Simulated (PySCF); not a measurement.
C₇H₁₁NOSi.
Bonds: N1–C2, C2–C3, C3–C4 (aromatic), C4–C5 (aromatic), C5–C6 (aromatic), C6–C7 (aromatic), C7–O8, O8–Si9, C7–C10 (aromatic), C3–C10 (aromatic). Hydrogens: H11, H12 on N1; H13, H14 on C2; H15 on C4; H16 on C5; H17 on C6; H18, H19, H20 on Si9; H21 on C10.

Probes without a nucleus sit at each ring's centroid and 1 Å off its mean plane on both sides; NICS is minus the shielding there, NICSzz its component along the normal. Level: GIAO PBE0/pcSseg-1 (PySCF, non-relativistic, gas phase) on the GFN2-xTB geometry, one conformer.

Ring bond lengths (Å), with Mayer bond orders in brackets: C3–C4 1.390 (1.38), C4–C5 1.383 (1.45), C5–C6 1.383 (1.44), C6–C7 1.389 (1.40), C7–C10 1.391 (1.40), C10–C3 1.387 (1.38).

Problem. What do the NICS probes read (ppm)?

Solution. 
```
              ring                                              type  NICS(0)  NICS(1), two faces  NICS(1)zz, two faces  rms pucker (Å)  centre to ring atoms, mean (Å)
C3–C4–C5–C6–C7–C10  6-membered carbocycle; formal bonds all aromatic     -9.5       -10.9 / -11.2         -26.1 / -27.1            0.00                            1.39
```

Problem. What do they say, and how far can they be read as aromaticity?

Solution. 
- C3–C4–C5–C6–C7–C10: mean NICS(1)zz -26.6 ppm, shielded. For a flat ring without four-coordinate atoms the NICS criterion counts such a value as aromatic.

Problem. What does the geometric index give? HOMA = 1 − mean of α(R − Ropt)² over the ring bonds, with Krygowski's 1993 parameters (CC: Ropt 1.388 Å, α 257.7 Å⁻²).

Solution. 
- C3–C4–C5–C6–C7–C10: HOMA 1.00 = 1 − EN − GEO, with mean bond length 1.387 Å, EN = α(Ropt − mean)² = 0.000 and GEO = α × variance = 0.003. The geometric and the magnetic index point the same way.

Problem. List the ring angles and the Hirshfeld charges of the ring atoms.

Solution. 
- C3–C4–C5–C6–C7–C10: C3 119.1° (0.000 e), C4 120.3° (-0.068 e), C5 120.5° (-0.048 e), C6 119.8° (-0.077 e), C7 119.5° (+0.080 e), C10 120.8° (-0.074 e); sum 720.0° against 720° for a flat convex ring.

Problem. What are the shieldings of the ring atoms and their hydrogens in the same run (means over atoms taken as equivalent)?

Solution. 
| atoms | environment | σ isotropic (ppm) | principal values of the symmetric part, first atom (ppm) |
| --- | --- | --- | --- |
| C3 | substituted aromatic carbon | 31.2 | -59.7, -18.3, 171.6 |
| C4 | aromatic CH carbon | 62.0 | -37.6, 55.5, 168.0 |
| C5 | aromatic CH carbon | 51.4 | -57.0, 36.7, 174.5 |
| C6 | aromatic CH carbon | 70.5 | -16.5, 58.9, 169.2 |
| C7 | aromatic carbon bearing oxygen | 23.9 | -69.8, 25.5, 116.0 |
| C10 | aromatic CH carbon | 63.1 | -19.4, 55.9, 152.8 |
| H15 | aromatic hydrogen | 24.65 | 21.2, 24.3, 28.5 |
| H16 | aromatic hydrogen | 24.16 | 20.7, 24.9, 26.9 |
| H17 | aromatic hydrogen | 25.02 | 21.0, 25.1, 28.9 |
| H21 | aromatic hydrogen | 24.61 | 20.6, 23.3, 29.9 |

The values belong to the conformer `[NH2:1][CH2:2][c:3]1[cH:4][cH:5][cH:6][c:7]([O:8][SiH3:9])[cH:10]1`: N1–C2–C3–C4 -88°, C6–C7–O8–Si9 -1°, H–N1–C2–C3 59°, H–N1–C2–C3 -59°.
